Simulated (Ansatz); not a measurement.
Stepwise reaction of `[CH3][Ge]([CH3])([OH])[OH]` with hydrogen fluoride, as a gas-phase model of exchange steps in deposition or etching. ΔE in kJ/mol; ΔG adds harmonic PBE0-D4 terms to CCSD(T)/CBS, at 1 bar.

Gas-phase electronic energies from Ansatz, PBE0-D4/def2-TZVP geometries. CBS: MP2 limit from def2 TZ/QZ plus the TZ coupled-cluster correction, frozen cores. This one scheme is used for every species. Functionals use def2-TZVPP. B3LYP here is the variant with VWN-RPA as its local correlation; programs differ in this. For Ge outer-core shells are correlated without core-valence functions, which leaves a few kJ/mol of doubt a bond. Scalar relativity is left out up to krypton. One conformer a species, not always the lowest.

| step | reaction | PBE-D4 | B3LYP-D4 | ωB97M-V | CCSD(T)/CBS | ΔG(400 K) |
| --- | --- | --- | --- | --- | --- | --- |
| 1 | `[CH3][Ge]([CH3])([OH])[OH]` + H–F → `[CH3][Ge]([CH3])([OH])[F]` + H₂O | -38.3 | -40.4 | -39.8 | -35.3 | -40.0 |
| 2 | `[CH3][Ge]([CH3])([OH])[F]` + H–F → `[CH3][Ge]([CH3])([F])[F]` + H₂O | -35.2 | -36.9 | -36.3 | -32.0 | -30.4 |

Task: By hand: ΔE of the 2 steps together at CCSD(T)/CBS.

Result: (-35.3) + (-32.0) = -67.3 kJ/mol, or -33.6 kJ/mol a step.

In ΔE the steps differ by no more than 3.3 kJ/mol. All are downhill at CCSD(T)/CBS. ΔG lies between -40.0 and -30.4 kJ/mol a step. PBE-D4 differs from CCSD(T)/CBS by -3.2 to -3.0 kJ/mol a step. Only this route is followed, and other bonds may react first. Isolated molecules leave out the surface, adducts and barriers. Largest T1 diagnostic: 0.011.
